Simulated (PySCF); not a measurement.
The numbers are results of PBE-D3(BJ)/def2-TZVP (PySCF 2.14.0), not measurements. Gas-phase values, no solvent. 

Reference species (SMILES): `C(B)#N` (neutral, multiplicity 1).

```
Quantity        Value
-------------  ------
dipole moment  2.54 D
```

Changed species: `C(C#N)C` (whole molecule; the reference has whole molecule).

Problem. Give the shifts of the dipole moment.

Solution. the dipole moment goes up by 1.51 D, to 4.05 D.
